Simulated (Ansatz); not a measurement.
These are frozen-core CCSD(T)/cc-pVTZ // PBE0-D4/def2-TZVP in Ansatz (a quantum-chemistry and plane-wave program) values and carry that method's errors.

Ansatz 0.2 input:
```yaml
crystal:
  periodic: [false, false, false]
  atoms:
    - { symbol: N, position_ang: [1.044259, -0.081154, -0.202389] }
    - { symbol: Si, position_ang: [-0.657324, 0.048865, 0.014197] }
    - { symbol: H, position_ang: [1.511617, -0.942163, 0.031908] }
    - { symbol: H, position_ang: [1.633759, 0.710286, -0.000482] }
    - { symbol: H, position_ang: [-1.109352, 1.293344, -0.659928] }
    - { symbol: H, position_ang: [-1.133675, 0.111807, 1.428902] }
    - { symbol: H, position_ang: [-1.289286, -1.140984, -0.612209] }
basis:
  gaussian: { orbitals: cc-pVTZ }
correlation:
  method: ccsd_t
```

Output:

```
Functional definition: HF
756 factors; integrals over basis functions are off by at most 1.5e-3 eV
mean field evaluation 1: about -9422.3689 eV, gradient 3.2e1 eV
mean field evaluation 2: about -9422.3778 eV, gradient 3.2e1 eV
mean field evaluation 4: about -9424.6045 eV, gradient 2.5e0 eV
mean field evaluation 8: about -9424.6299 eV, gradient 3.6e-4 eV
mean field evaluation 16: about -9424.6293 eV, gradient 3.3e-1 eV
mean field -9424.62986593 eV, -346.3487593294 hartree, gradient 3.6e-6 eV, S^2 0.000000; 0 other end points of the search recorded, 0 dependent functions left out
6 core orbitals not correlated
reference -9424.62986593 eV, -346.3487593294 hartree; 7, 7 occupied and 121, 121 virtual orbitals, 756 factors
second order -9.58418708 eV of doubles, -0.00000000 eV of singles
cycle   1  -10.10946357 eV  change   -5.3e-1 eV  update   6.4e-2
cycle   2  -10.39774848 eV  change   -2.9e-1 eV  update   2.0e-2
cycle   3  -10.42793965 eV  change   -3.0e-2 eV  update   6.9e-3
cycle   4  -10.42479025 eV  change    3.1e-3 eV  update   1.8e-3
cycle   5  -10.42510894 eV  change   -3.2e-4 eV  update   6.8e-4
cycle   6  -10.42499858 eV  change    1.1e-4 eV  update   1.9e-4
cycle   7  -10.42495728 eV  change    4.1e-5 eV  update   6.2e-5
cycle   8  -10.42496927 eV  change   -1.2e-5 eV  update   2.7e-5
cycle   9  -10.42496538 eV  change    3.9e-6 eV  update   9.4e-6
perturbative correction -0.33356950 eV, -0.0122584529 hartree
Total energy: -9435.38840081 eV, -346.7441281939 hartree
```

Cost: around 8 core-seconds (rough).
